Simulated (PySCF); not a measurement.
SMILES c1(-c2c(F)c(c(c(c2F)F)F)F)ccsc1 (C10H3F5S) (GFN2-xTB optimised geometry):

```
19

F      3.007    -3.586     0.006
C      2.286    -2.465     0.005
C      1.902    -1.880     1.208
F      2.258    -2.442     2.365
C      1.150    -0.710     1.194
F      0.787    -0.156     2.354
C      0.767    -0.104     0.001
C     -0.045     1.128     0.000
C     -1.464     1.128     0.000
C     -1.977     2.384     0.000
S     -0.752     3.586     0.000
C      0.473     2.389     0.000
C      1.162    -0.706    -1.190
F      0.811    -0.147    -2.351
C      1.915    -1.875    -1.200
F      2.282    -2.433    -2.355
H     -2.056     0.232     0.000
H     -3.007     2.677     0.000
H      1.506     2.675     0.000
```

Computed with PySCF with PBE/def2-SVP.

Task: What are the frontier orbital energies and the dipole moment?

Result: HOMO-2 -6.45 eV, HOMO-1 -6.18 eV, HOMO -6.13 eV, LUMO -1.61 eV, LUMO+1 -1.54 eV; dipole moment 1.54 D.

Meta-Löwdin charges at PBE/def2-SVP: F1 -0.20, C2 0.21, C3 0.19, F4 -0.21, C5 0.23, F6 -0.21, C7 -0.06, C8 -0.02, C9 -0.14, C10 -0.24, S11 0.29, C12 -0.24, C13 0.23, F14 -0.21, C15 0.19, F16 -0.21, H17 0.12, H18 0.13, H19 0.13.
